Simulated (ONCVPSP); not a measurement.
Reading a pseudo-wave (F)

Columns: radius, all-electron u(r) and pseudo u(r) of the 2p shell (level -28.31 eV) of fluorine in the configuration [He] 2s2 2p4; PBE, scalar-relativistic, ONCV scheme, ONCVPSP 4.0.1.

| r (bohr) | all-electron | pseudo |
| --- | --- | --- |
| 0.053 | 0.0518 | 0.0225 |
| 0.105 | 0.1627 | 0.0857 |
| 0.158 | 0.2976 | 0.1851 |
| 0.210 | 0.4303 | 0.3070 |
| 0.262 | 0.5524 | 0.4413 |
| 0.315 | 0.6606 | 0.5787 |
| 0.368 | 0.7507 | 0.7053 |
| 0.420 | 0.8219 | 0.8112 |
| 0.473 | 0.8778 | 0.8953 |
| 0.525 | 0.9173 | 0.9528 |
| 0.578 | 0.9439 | 0.9877 |
| 0.630 | 0.9581 | 1.0015 |
| 0.683 | 0.9624 | 0.9996 |
| 0.735 | 0.9582 | 0.9864 |
| 0.788 | 0.9470 | 0.9657 |
| 0.840 | 0.9305 | 0.9412 |
| 0.893 | 0.9093 | 0.9141 |
| 0.945 | 0.8850 | 0.8865 |
| 0.998 | 0.8576 | 0.8578 |
| 1.050 | 0.8289 | 0.8288 |
| 1.102 | 0.7989 | 0.7989 |
| 1.155 | 0.7675 | 0.7675 |
| 1.208 | 0.7357 | 0.7357 |
| 1.260 | 0.7044 | 0.7044 |
| 1.313 | 0.6727 | 0.6727 |
| 1.365 | 0.6420 | 0.6420 |

Problem. How many radial nodes do the two functions have?

Solution. The all-electron 2p function has n − l − 1 = 0; the pseudo-wave has 0.

Problem. At about which radius was the pseudo-wave matched?

Solution. 1.05 bohr, where the columns begin to agree (steps of 0.05 bohr).

Problem. Where does each function peak?

Solution. Outermost all-electron maximum near 0.68 bohr, pseudo maximum near 0.63 bohr (to the table’s step).

Problem. Is the pseudo-wave norm-conserving?

Solution. Yes: the ONCV scheme keeps the norm inside the radius equal to the all-electron one, which fixes the energy derivative of the logarithmic derivative at the level.
